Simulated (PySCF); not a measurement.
A structure optimised at ωB97X-D3(BJ)/def2-SVP, used in a PySCF frequency run:

```xyz
8

Si     1.2132     1.3540     0.0000
Cl    -0.1834     2.8758     0.0000
Si     0.0066    -0.6177     0.0000
Cl    -1.1782    -0.7189     1.6647
Cl    -1.1782    -0.7189    -1.6647
Cl     1.2938    -2.2142     0.0000
H      2.0525     1.4443     1.2218
H      2.0525     1.4443    -1.2218
```

Question: Write its SMILES, formula and point group.

Answer: Cl[SiH2][Si](Cl)(Cl)Cl, Cl4H2Si2, Cs

Question: What are its rotational constants (standard atomic weights)?

Answer: 1.2390, 0.65667, 0.64913 GHz
